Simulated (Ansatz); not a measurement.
Question: Predict a relaxed structure of SiHBr3, charge 0, singlet, at r2SCAN-D4/def2-SVP (Ansatz).

Answer: 
```xyz
5

Si    0.0225   -0.1111    0.0755
H     0.2701   -1.3138    0.8989
Br    1.6333    1.3598    0.4508
Br   -1.9361    0.7544    0.6358
Br    0.0102   -0.6892   -2.0610
```
Point group C3v (tolerance 0.1 Å). This is one stationary point.
